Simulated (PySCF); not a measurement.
PySCF job for ZrF3, SMILES [F][Zr]([F])[F] (connectivity only; charge and spin as stated), neutral, multiplicity 2, C-PCM-ωB97X/def2-SVP. The structure is a stationary point at B3LYP-D3(BJ)/def2-TZVP. The spin state was assumed, not searched. The isomer is the one that the SMILES or the coordinates give; other isomers of the formula were not compared. The def2 effective core potentials stand for the cores of Zr; spin–orbit coupling is left out.

```python
import numpy as np
from pyscf import gto, scf, dft
from pyscf.solvent import pcm

mol = gto.M(
    atom='''
    Zr    0.00000000    0.00000000    0.00000000
    F     1.91484348    0.00000000    0.00000000
    F    -0.95742174   -1.65830310    0.00000000
    F    -0.95742174    1.65830309    0.00000000
    ''',
    basis='def2-SVP',
    ecp={'Zr': 'def2-svp'},
    charge=0,
    spin=1,
    max_memory=1600,
    verbose=3,
)
mf = dft.UKS(mol, xc='wb97x').density_fit(auxbasis='def2-universal-jkfit')
mf.grids.level = 3
mf.conv_tol = 1e-9
mf.max_cycle = 100
mf.kernel()
fine, coarse = mf.grids, dft.Grids(mol).set(level=1).build(with_non0tab=True)
for _ in range(3):  # follow internal instabilities
    mf.grids = coarse
    mo, _, stable, _ = mf.stability(return_status=True, nroots=4)
    mf.grids = fine
    if stable:
        break
    mf.kernel(mf.make_rdm1(mo, mf.mo_occ))
res = {}
for name, eps in {'water': 78.355, 'tetrahydrofuran': 7.4257, 'dichloromethane': 8.93}.items():
    s = mf.PCM()
    s.with_solvent.method, s.with_solvent.eps, s.with_solvent.lebedev_order = 'C-PCM', eps, 29
    s.kernel(mf.make_rdm1())
    res[name] = (s.e_tot, eps, s.dip_moment(), s.mo_energy, s.converged)
    print(f'{name}: electrostatic solvation free energy {(s.e_tot - mf.e_tot) * 627.509474:.3f} kcal/mol')
```

Program output:

```

WARN: HOMO -0.407632666025965 >= LUMO -0.407632666025965

converged SCF energy = -346.486360293993  <S^2> = 0.75048291  2S+1 = 2.0004828
<class 'pyscf.df.df_jk.DFUKS'> wavefunction is stable in the internal stability analysis

WARN: PCM is an experimental feature. It is still in testing.
Features and APIs may be changed in the future.

converged SCF energy = -346.50010658608  <S^2> = 0.75047554  2S+1 = 2.0004755
Dipole moment(X, Y, Z, Debye): -0.00100,  0.00000, -0.00000
water: electrostatic solvation free energy -8.626 kcal/mol

WARN: PCM is an experimental feature. It is still in testing.
Features and APIs may be changed in the future.

converged SCF energy = -346.498293209659  <S^2> = 0.75047644  2S+1 = 2.0004764
Dipole moment(X, Y, Z, Debye): -0.00087,  0.00000,  0.00000
tetrahydrofuran: electrostatic solvation free energy -7.488 kcal/mol

WARN: PCM is an experimental feature. It is still in testing.
Features and APIs may be changed in the future.

converged SCF energy = -346.498628014296  <S^2> = 0.75047627  2S+1 = 2.0004762
Dipole moment(X, Y, Z, Debye): -0.00090,  0.00000,  0.00000
dichloromethane: electrostatic solvation free energy -7.698 kcal/mol
```

The calculation finished and met its thresholds.
